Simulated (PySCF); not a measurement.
## Working out the ionisation energy of I⁺

I⁺ [Kr] 4d10 5s2 5p4 (3P) → I²⁺ [Kr] 4d10 5s2 5p3 (4S). All numbers are calculated (PySCF 2.14, scalar relativity through the core potential, in aug-cc-pVDZ-PP with ECP28MDF (5s4p3d, 32 functions)). Frozen: 4s2 4p6 4d10. Energies in hartree (1 hartree = 27.21139 eV):

| part | I⁺ (lower) | I²⁺ (upper) |
| --- | --- | --- |
| UHF | -294.301268 | -293.654396 |
| CCSD correlation | -0.075545 | -0.060183 |
| (T) | -0.000957 | -0.000553 |

Problem. What does Hartree-Fock give?

Solution. (-293.654396) − (-294.301268) = 0.646872 hartree = 17.602 eV.

Problem. What do CCSD and CCSD(T) give?

Solution. The CCSD correlation energies differ by 0.015362 hartree = 0.418 eV and the triples by 0.000404 hartree = 0.011 eV, so CCSD gives 18.020 eV and CCSD(T) 18.031 eV.

Measured between the centres of the two terms (NIST): 18.750 eV, so CCSD(T) (valence) is off by -0.719 eV.

A double-zeta basis recovers only part of the correlation energy.

What remains against the reference includes basis incompleteness, the frozen core and higher excitations.
